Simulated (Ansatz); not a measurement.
```yaml
crystal:
  periodic: [false, false, false]
  atoms:
    - {symbol: B, position_ang: [-1.143347, 0.807788, -0.983484]}
    - {symbol: C, position_ang: [-0.585641, -0.449772, 0.094802]}
    - {symbol: C, position_ang: [0.956739, -0.394009, 0.607497]}
    - {symbol: C, position_ang: [2.229678, -0.325256, 1.013783]}
    - {symbol: F, position_ang: [3.589448, -0.256287, 1.451790]}
    - {symbol: H, position_ang: [-2.415800, 0.752037, -1.401541]}
    - {symbol: H, position_ang: [-0.351253, 1.803799, -1.394030]}
    - {symbol: H, position_ang: [-0.819391, -1.525347, -0.461607]}
    - {symbol: H, position_ang: [-1.361314, -0.464812, 1.053639]}
basis:
  gaussian: {orbitals: pcseg-2}
hamiltonian: {xc: {name: SPW92}}
output: {forces: true}
```

```sh
$ ansatz run in.yaml --threads 2 --pin off --events-out ev --progress --plain --max-ram 4352MiB
```

Output, abridged:

```
Functional definition: SPW92
1021 factors; their error is unknown
mean field evaluation 1: about -6501.7388 eV, gradient 6.0e1 eV
mean field evaluation 2: about -6461.8276 eV, gradient 1.3e2 eV
mean field evaluation 4: about -6510.4148 eV, gradient 1.4e1 eV
mean field evaluation 8: about -6510.8486 eV, gradient 2.1e-1 eV
mean field evaluation 16: about -6510.7733 eV, gradient 1.5e-2 eV
mean field -6510.77333284 eV, -239.2665068212 hartree, gradient 1.2e-5 eV, S^2 0.000000; 0 other end points of the search recorded, 0 dependent functions left out
reference -6510.77338237 eV, -239.2665086413 hartree; 18, 18 occupied and 188, 188 virtual orbitals, 1021 factors
Total energy: -6510.77338237 eV, -239.2665086413 hartree
Atom 0 at    -1.143347     0.807788    -0.983484 Å, force     0.422065    -0.599576     0.569921 eV/Å
Atom 1 at    -0.585641    -0.449772     0.094802 Å, force     0.303882     0.024091     0.093913 eV/Å
Atom 2 at     0.956739    -0.394009     0.607497 Å, force     5.011085     0.350212     1.541774 eV/Å
Atom 3 at     2.229678    -0.325256     1.013783 Å, force    -4.061131    -0.219393    -1.293711 eV/Å
Atom 4 at     3.589448    -0.256287     1.451790 Å, force    -5.106265    -0.261176    -1.643020 eV/Å
Atom 5 at    -2.415800     0.752037    -1.401541 Å, force     2.124561    -0.016402     0.774690 eV/Å
Atom 6 at    -0.351253     1.803799    -1.394030 Å, force    -1.288718    -1.733686     0.746993 eV/Å
Atom 7 at    -0.819391    -1.525347    -0.461607 Å, force     0.706194     2.385130     1.257378 eV/Å
Atom 8 at    -1.361314    -0.464812     1.053639 Å, force     1.888327     0.070800    -2.047937 eV/Å
Dipole moment:    -0.470253    -0.064539    -0.122918 e Å
```

Run time 1.6 s (2 threads of an Arm Neoverse V2 on a shared host); peak host memory 0.18 GiB.
